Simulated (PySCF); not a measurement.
Scan of H4AlN, singlet: twist about the double or partial double bond, both ends planar. Scanned: twist about the central bond. Other coordinates (Al-N length, H-Al-N angle, H-N-Al angle, Al-H length, N-H length) were minimised at PBE0/def2-TZVP.

Method: CCSD(T) on RHF/cc-pVTZ, 6 core orbitals frozen run with PySCF.

Scanned values (°): 0, 7.50, 15, 22.50, 30, 37.50, 45, 52.50, 60, 67.50, 75, 82.50, 90.

Problem. At which scan points does the profile have its minima and maxima, and how high do they lie?

Solution. Lower than their neighbours: 0° (0.00 kJ/mol, end of the scan). Higher than their neighbours: 90° (49.15 kJ/mol, end of the scan). The whole profile spans 49.15 kJ/mol.

Near 90° the triplet can lie below this singlet.
